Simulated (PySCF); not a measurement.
Species: C8H13 (doublet state).
InChI=1S/C8H13/c1-6-4-7-2-3-8(6)5-7/h4,6-8H,2-3,5H2,1H3/t6-,7-,8-/m0/s1

Computed with PySCF 2.14.0, PBE0-D3(BJ)/def2-SVP geometry optimisation, gas phase.

Masses are those of the commonest isotopes; rigid-rotor values at the optimised geometry. 

(1) Give the principal moments of inertia and the rotational constants in GHz.

(2) Classify the top.

(3) What does the inertial defect say?

(4) Give the other two planar moments, Paa and Pbb, and the rms extents of the mass along the axes.

(5) Where do the levels up to J = 5 lie, in MHz?

(6) Predict some low-J microwave lines.

Answers

(1) Ia = 137.02, Ib = 263.58, Ic = 288.03 u·Å²; 505379 MHz·u·Å²/I gives 3688, 1917 and 1755 MHz, that is A = 3.6883, B = 1.9174, C = 1.7546 GHz.

(2) An asymmetric top: κ = (2 × 1917 − 3688 − 1755)/(3688 − 1755) = -0.83.

(3) Not planar: Δ = Ic − Ia − Ib = -112.58 u·Å². For a rigid frame Δ = −2 Σ m c², so Σ m c² = 56.29 u·Å² lies off the ab plane: 19.05 from hydrogen and 37.24 from heavier atoms. The atom farthest from that plane is 2.01 Å away.

(4) Paa = Σ m a² = (Ib + Ic − Ia)/2 = 207.29 and Pbb = Σ m b² = (Ia + Ic − Ib)/2 = 80.74 u·Å². With the mass M = 109.10 u, the rms extents √(P/M) along a, b and c are 1.38, 0.86, 0.72 Å.

(5) Above 0(0,0):
J = 1: 1(0,1) 3672, 1(1,1) 5443, 1(1,0) 5606
J = 2: 2(0,2) 11005, 2(1,2) 12624, 2(1,1) 13112, 2(2,1) 18425, 2(2,0) 18436
J = 3: 3(0,3) 21978, 3(1,3) 23389, 3(1,2) 24365, 3(2,2) 29441, 3(2,1) 29494, 3(3,1) 38709, 3(3,0) 38709
J = 4: 4(0,4) 36562, 4(1,4) 37731, 4(1,3) 39356, 4(2,3) 44120, 4(2,2) 44278, 4(3,2) 53417, 4(3,1) 53420, 4(4,1) 66364, 4(4,0) 66364
J = 5: 5(0,5) 54720, 5(1,5) 55642, 5(1,4) 58071, 5(2,4) 62456, 5(2,3) 62815, 5(3,3) 71809, 5(3,2) 71821, 5(4,2) 84748, 5(4,1) 84748, 5(5,1) 101396, 5(5,0) 101396

(6) The dipole components are |μa| = 0.15 D, |μb| = 0.18 D, |μc| = 0.06 D. Intensities carry the squares of the components, which stand as 0.63 : 1.00 : 0.12 (a : b : c). Some lines, for components of 0.1 D or more:

```json
{"type": "a", "branch": "Q", "J(Ka,Kc)": "2(1,1) ← 2(1,2)", "MHz": "488", "lower level (cm⁻¹)": "0.421"}
{"type": "b", "branch": "Q", "J(Ka,Kc)": "1(1,0) ← 1(0,1)", "MHz": "1934", "lower level (cm⁻¹)": "0.122"}
{"type": "b", "branch": "Q", "J(Ka,Kc)": "2(1,1) ← 2(0,2)", "MHz": "2107", "lower level (cm⁻¹)": "0.367"}
{"type": "a", "branch": "R", "J(Ka,Kc)": "1(0,1) ← 0(0,0)", "MHz": "3672", "lower level (cm⁻¹)": "0.000"}
{"type": "b", "branch": "Q", "J(Ka,Kc)": "2(2,0) ← 2(1,1)", "MHz": "5323", "lower level (cm⁻¹)": "0.437"}
{"type": "b", "branch": "R", "J(Ka,Kc)": "1(1,1) ← 0(0,0)", "MHz": "5443", "lower level (cm⁻¹)": "0.000"}
{"type": "b", "branch": "Q", "J(Ka,Kc)": "2(2,1) ← 2(1,2)", "MHz": "5801", "lower level (cm⁻¹)": "0.421"}
{"type": "a", "branch": "R", "J(Ka,Kc)": "2(1,2) ← 1(1,1)", "MHz": "7181", "lower level (cm⁻¹)": "0.182"}
{"type": "a", "branch": "R", "J(Ka,Kc)": "2(0,2) ← 1(0,1)", "MHz": "7333", "lower level (cm⁻¹)": "0.122"}
{"type": "b", "branch": "R", "J(Ka,Kc)": "2(1,2) ← 1(0,1)", "MHz": "8952", "lower level (cm⁻¹)": "0.122"}
{"type": "b", "branch": "R", "J(Ka,Kc)": "2(2,1) ← 1(1,0)", "MHz": "12819", "lower level (cm⁻¹)": "0.187"}
{"type": "b", "branch": "R", "J(Ka,Kc)": "2(2,0) ← 1(1,1)", "MHz": "12993", "lower level (cm⁻¹)": "0.182"}
```

For this open shell read J as N, the rotation without spin; fine and hyperfine splittings come on top. PBE0-D3(BJ)/def2-SVP frequencies: not computed here. ⟨S²⟩ = 0.755 (exact for a doublet: 0.75). Constants of a rigid frame at the computed geometry: no zero-point averaging, no centrifugal distortion. A rigid rotor knows nothing of internal rotation, which can split or shift real lines.

On x86-64 server, one thread, shared host, this took 86 s of wall time. That covers the optimisation of the geometry.
